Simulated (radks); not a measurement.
Results of a calculation; reference values are marked as such.
Q: Species: the silver ion Ag2+. Configuration: [Ar] 3d10 4s1.75 4p6 4d9 4f0.25 (fractional occupations, a model configuration). Code: a radial shooting solver on a logarithmic mesh with Libxc functionals. Model: Dirac Kohn-Sham, PBEsol, spin-unpolarised, spherical densities, point nucleus; open shells are shared between the two j in proportion to 2j + 1.

Spin-orbit splittings of the eigenvalues, e(l+1/2) - e(l-1/2), with zeta = 2 splitting/(2l+1) and mean radii in bohr:

shell  occ.  splitting (eV)   zeta (eV)  <r> j=l-1/2  <r> j=l+1/2
2p        6           175.2       116.8       0.1141       0.1192
3p        6           30.92       20.62       0.3602       0.3711
3d       10           6.230       2.492       0.3438       0.3473
4p        6           5.194       3.463       0.9713        1.002
4d        9               ?           ?        1.279        1.294
4f     0.25       0.0001670  0.00004772        6.801        6.802
5p        0          0.4928      0.3285        2.952        3.037

Estimate the 4d splitting.

A: 0.6382 eV (zeta = 0.2553 eV).
